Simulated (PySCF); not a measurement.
Compound: C5H10Cl2OSi2.
Cartesian coordinates in Å at the GFN2-xTB level; atoms count from 1:
```
atom  x, y, z in Å
C1    -1.0122   -2.4591   -0.7403
C2    -0.8441   -1.3927   -1.2617
C3    -0.6926   -0.0887   -1.8336
Cl4   -2.3239    0.5111   -2.3671
Si5    0.0408    1.1899   -0.5630
O6    -0.8031    1.1602    0.8155
C7    -2.1790    1.2712    1.0699
Si8    2.1370    0.5777    0.1723
C9     2.0433   -1.0518    1.1776
Cl10   3.6818   -1.5838    1.6456
H11   -1.1384   -3.4074   -0.3101
H12   -0.0990   -0.1508   -2.7466
H13   -0.1277    2.4613   -1.2838
H14   -2.7271    0.4808    0.5562
H15   -2.3252    1.1744    2.1458
H16   -2.5547    2.2395    0.7360
H17    2.7960    1.5656    1.0329
H18    3.0420    0.3181   -0.9539
H19    1.6022   -1.8652    0.6047
H20    1.4788   -0.9397    2.1006
```

Computed at PBE0/pcSseg-1 (PySCF, non-relativistic), with Q(35Cl) = −0.0817 b, Q(17O) = −0.0256 b: Cl4, 35Cl (I = 3/2): χzz = -80.35 MHz, η = 0.012; O6, 17O (I = 5/2): χzz = -10.40 MHz, η = 0.295; Cl10, 35Cl (I = 3/2): χzz = -78.23 MHz, η = 0.028.

Task: Find the zero-field quadrupole resonance frequencies of 35Cl at Cl4.

Result: From ν = (|χ|/2)√(1 + η²/3): ν = 40.18 MHz (alkyl chlorine). For 37Cl the ratio of quadrupole moments, 0.7881, gives 31.66 MHz.

Task: Where would the pure quadrupole (NQR) lines of 17O at O6 fall for the rigid, isolated species?

Result: From the eigenvalues of H = χ/[4I(2I − 1)] × [3Iz² − I(I + 1) + η(Ix² − Iy²)], steps between neighbouring levels, labelled as for η = 0: ±1/2↔±3/2 1.701 MHz, ±3/2↔±5/2 3.067 MHz (silyl ether oxygen).

Task: Where would the pure quadrupole (NQR) lines of 35Cl at Cl10 fall for the rigid, isolated species?

Result: From ν = (|χ|/2)√(1 + η²/3): ν = 39.12 MHz (alkyl chlorine). For 37Cl the ratio of quadrupole moments, 0.7881, gives 30.83 MHz.

Task: Apply the simplest Townes–Dailey estimate (no s hybridisation, no π bonding), ionic character = 1 − χzz/χ0, where χ0 is the coupling for one missing p electron along the bond: −109.74 MHz for 35Cl.

Result: Cl4 on C3: 1 − (-80.35)/(-109.74) = 0.27; Cl10 on C9: 1 − (-78.23)/(-109.74) = 0.29. In this model a purely covalent bond gives χ0 and a free halide ion gives zero; s hybridisation or π bonding, where present, is counted here as ionic character.

In a crystal, neighbours and librations shift these lines. GFN2-xTB bond lengths can be off by several hundredths of an ångström, more for odd bonds, and the gradients follow them. A larger basis could move these couplings by a tenth or more.

One conformer stands for the species.
